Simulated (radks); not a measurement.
Values are calculated unless marked as measured or tabulated.
Species: Sb4+. Configuration: [Ar] 3d10 4s2 4p4 4d10 5s1 5d2 (not the ground configuration).

Code: a radial shooting solver on a logarithmic mesh with Libxc functionals. Model: scalar-relativistic Kohn-Sham, BLYP, spin-polarised, spherical densities, point nucleus; open shells are filled with parallel spins first (spin-orbit coupling, left out, can overturn this in heavy ions).

Energy parts (eV):
total: -176040.980
kinetic: 184140.978
electron-nucleus: -422688.973
Hartree: 67083.528
exchange-correlation: -4576.514

Orbitals (lengths in bohr, moments of r in powers of bohr; r(max) is where P^2 peaks; r(90%) holds 90 % of the orbital's charge):
| orbital | occ. | eigenvalue (eV) | <r> | r(90%) | r(max) |
|---|---|---|---|---|---|
| 1s up | 1 | -30386.44 | 0.02842 | 0.0511 | 0.01835 |
| 1s down | 1 | -30385.72 | 0.02842 | 0.0511 | 0.01835 |
| 2s up | 1 | -4684.678 | 0.1226 | 0.189 | 0.1037 |
| 2s down | 1 | -4684.152 | 0.1226 | 0.189 | 0.1037 |
| 2p up | 3 | -4213.809 | 0.1071 | 0.174 | 0.08302 |
| 2p down | 3 | -4213.091 | 0.1071 | 0.174 | 0.08302 |
| 3s up | 1 | -975.0888 | 0.3305 | 0.486 | 0.2998 |
| 3s down | 1 | -974.3656 | 0.3304 | 0.486 | 0.2999 |
| 3p up | 3 | -821.5577 | 0.3286 | 0.493 | 0.2933 |
| 3p down | 3 | -820.7463 | 0.3285 | 0.493 | 0.2934 |
| 3d up | 5 | -587.0744 | 0.3052 | 0.480 | 0.2441 |
| 3d down | 5 | -586.2313 | 0.3050 | 0.480 | 0.2441 |
| 4s up | 1 | -215.7681 | 0.7783 | 1.12 | 0.7176 |
| 4s down | 1 | -212.7574 | 0.7796 | 1.12 | 0.7179 |
| 4p up | 3 | -167.7178 | 0.8312 | 1.21 | 0.7540 |
| 4p down | 1 | -164.8298 | 0.8333 | 1.22 | 0.7550 |
| 4d up | 5 | -96.7682 | 0.9558 | 1.45 | 0.8221 |
| 4d down | 5 | -94.1722 | 0.9598 | 1.45 | 0.8250 |
| 5s up | 1 | -60.0513 | 1.820 | 2.59 | 1.678 |
| 5s down | 0 | -57.8224 | 1.812 | 2.58 | 1.673 |
| 5d up | 2 | -30.7476 | 2.600 | 3.74 | 2.381 |

The highest occupied level is 5d up at -30.748 eV. The configuration is held as typed, so some empty levels lie below it. Summed over all electrons, <r^2> = 36.27 bohr^2, which gives a Langevin (diamagnetic) susceptibility term of -28.7 x 10^-6 cm^3/mol. Spin moment in Bohr magnetons: 5.
